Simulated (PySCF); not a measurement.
Working out the ionisation energy of Zn²⁺

Zn²⁺ [Ar] 3d10 (1S) → Zn³⁺ [Ar] 3d9 (2D). Calculation: PySCF 2.14, in aug-cc-pVTZ-DK (8s7p5d3f2g, 93 functions); the spin-free X2C one-electron Hamiltonian (Gaussian nucleus). Frozen: [Ar]. Energies in hartree (1 hartree = 27.21139 eV):

| part | Zn²⁺ (lower) | Zn³⁺ (upper) |
| --- | --- | --- |
| UHF | -1793.361160 | -1792.002595 |
| CCSD correlation | -0.403085 | -0.315137 |
| (T) | -0.010513 | -0.005579 |

Task: What does Hartree-Fock give?

Result: (-1792.002595) − (-1793.361160) = 1.358565 hartree = 36.968 eV.

Task: What do CCSD and CCSD(T) give?

Result: The CCSD correlation energies differ by 0.087948 hartree = 2.393 eV and the triples by 0.004934 hartree = 0.134 eV, so CCSD gives 39.361 eV and CCSD(T) 39.495 eV.

Reference: 39.723 eV (measured; NIST Atomic Spectra Database, ionization energies), between the lowest levels; spin-orbit coupling is absent from the calculation.

What remains against the reference includes basis incompleteness, the frozen core and higher excitations.
